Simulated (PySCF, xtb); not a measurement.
AgCl, SMILES [Cl][Ag] (connectivity only; charge and spin as stated), charge -1, multiplicity 2.

Harmonic wavenumbers (cm⁻¹) from GFN2-xTB (xtb 6.7.1) at its own minimum, in rising order: 128.

**Question.** What does PBE-D3(BJ)/def2-TZVPD run with PySCF 2.14.0 give at its own minimum? (Estimate from the structure and the level; the computed values follow.)

**Answer.** 205. Paired by order, the mean absolute difference is 77 cm⁻¹ and the zero-point energies are 0.2 and 0.3 kcal/mol.
